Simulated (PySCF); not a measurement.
Excitations are Tamm–Dancoff values on a coarser integration grid. The basis has no diffuse functions, so Rydberg states are missing or too high.

Z-matrix (Å, degrees):
```
B
Cl 1 1.7555
Si 1 2.0210 2 119.00
H 3 1.4962 1 113.81 2 20.14
H 3 1.4984 4 109.47 1 -124.71
H 3 1.5020 4 108.63 5 -116.72
Si 1 2.0218 2 118.62 3 179.90
H 7 1.4963 1 113.48 2 24.65
H 7 1.4978 8 109.46 1 -125.05
H 7 1.5023 8 108.50 9 -116.80
```
Charge 0, multiplicity 1.

Question: Estimate the T1 excitation (TDA), total energy, HOMO, LUMO, brightest of the four lowest singlets (TDA), HOMO–LUMO gap, S1 excitation (TDA) and S1–T1 gap (TDA) that PBE-D3(BJ)/def2-TZVP (PySCF) returns for this input.

Answer: 
| Property | Value |
|---|---|
| T1 excitation (TDA) | 2.39 eV |
| total energy | -1067.1449 Ha |
| HOMO | -6.34 eV |
| LUMO | -3.57 eV |
| brightest of the four lowest singlets (TDA) | 5.23 eV |
| HOMO–LUMO gap | 2.76 eV |
| S1 excitation (TDA) | 3.01 eV |
| S1–T1 gap (TDA) | 0.62 eV |
